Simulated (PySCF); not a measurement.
C5H6O2, SMILES C(=CCC(=O)O)=C.

Geometry optimised at TPSSh-D3(BJ)/def2-SVP. The values are those of a single conformer.

Two levels are set side by side: PBE/def2-TZVP (PySCF) and B3LYP/def2-TZVP (PySCF). Same geometry, gas phase. Differences are taken from unrounded values.

| quantity | B3LYP | PBE | PBE minus B3LYP |
|---|---|---|---|
| orbital gap (eV) | 6.92 | 5.10 | -1.81 |
| highest occupied level (eV) | -7.27 | -6.29 | 0.99 |
| lowest empty level (eV) | -0.36 | -1.19 | -0.83 |
| dipole moment (D) | 1.66 | 1.62 | -0.04 |
| mean polarisability (bohr³) | 69.6 | 71.4 | 1.7 |

Without exact exchange PBE keeps part of each electron's self-repulsion, which lifts occupied levels and narrows the gap. Differences between two approximate levels are no errors against the true value.

Rough cost on one machine, each run with all the roots and properties that it gave: B3LYP against PBE within a factor of 2.
